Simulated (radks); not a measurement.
Problem. Ce III, configuration [Xe] 4f2 (the NIST ground configuration). All-electron calculation, Dirac Kohn-Sham, PBE, spin-unpolarised, spherical densities, finite nucleus; open shells are shared between the two j in proportion to 2j + 1; Fermi nuclear charge, rms radius 4.8771 fm. Program: a radial shooting solver on a logarithmic mesh with Libxc functionals. Some entries of the table are withheld. Estimate them.

orbital,occ.,eigenvalue (hartree),<1/r> (bohr^-1)
1s1/2,2,(1),63.34
2s1/2,2,-236.8520,14.93
2p1/2,2,(2),14.92
2p3/2,4,(3),13.51
3s1/2,2,-51.13813,5.390
3p1/2,2,-45.54448,5.303
3p3/2,4,-42.31799,4.952
3d3/2,4,-32.53759,4.818
3d5/2,6,-31.84447,4.729
4s1/2,2,-10.51320,2.228
4p1/2,2,-8.43857,2.123
4p3/2,4,-7.75055,2.008
4d3/2,4,-4.34885,1.785
4d5/2,6,-4.22919,1.757
5s1/2,2,-1.83635,0.8586
5p1/2,2,-1.28662,0.7548
5p3/2,4,-1.19176,0.7154
5d3/2,0,-0.49700,0.4814
5d5/2,0,-0.48881,0.4738
4f5/2,0.857143,-0.48164,1.136
6s1/2,0,-0.47624,0.3366
4f7/2,1.14286,-0.47100,1.123

Solution. 
(1) 1s1/2 eigenvalue (hartree): -1478.717
(2) 2p1/2 eigenvalue (hartree): -223.6479
(3) 2p3/2 eigenvalue (hartree): -207.2343
